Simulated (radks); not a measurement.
Problem. All-electron atom: the cobalt ion Co2+ in [Ar] 3d7. Calculated with a radial shooting solver on a logarithmic mesh with Libxc functionals: scalar-relativistic Kohn-Sham, PBEsol, spin-polarised, spherical densities, finite nucleus; open shells are filled with parallel spins first; Fermi nuclear charge, rms radius 3.7875 fm; hard spherical wall at 3 bohr. Some entries of the table are withheld. Estimate them.

orbital,occ.,eigenvalue (hartree),<r> (bohr)
1s down,1,-279.3208,0.05623
1s up,1,-279.3207,0.05623
2s up,1,-33.56418,0.2558
2s down,1,-33.50514,0.2555
2p up,3,-28.83273,0.2252
2p down,3,-28.78803,0.2249
3s up,1,-4.38888,0.7769
3s down,1,-4.26579,0.7789
3p up,3,-3.04601,0.8189
3p down,3,-2.92519,0.8226
3d up,5,(1),0.9607
3d down,2,(2),0.9763
4s up,0,-0.36818,1.741
4s down,0,-0.30488,1.750
4p up,0,(3),1.774
4p down,0,(4),1.782
4d up,0,0.82666,(5)
4d down,0,0.89173,(6)

Solution. 
(1) 3d up eigenvalue (hartree): -0.92280
(2) 3d down eigenvalue (hartree): -0.80771
(3) 4p up eigenvalue (hartree): 0.05464
(4) 4p down eigenvalue (hartree): 0.11548
(5) 4d up <r> (bohr): 1.720
(6) 4d down <r> (bohr): 1.718
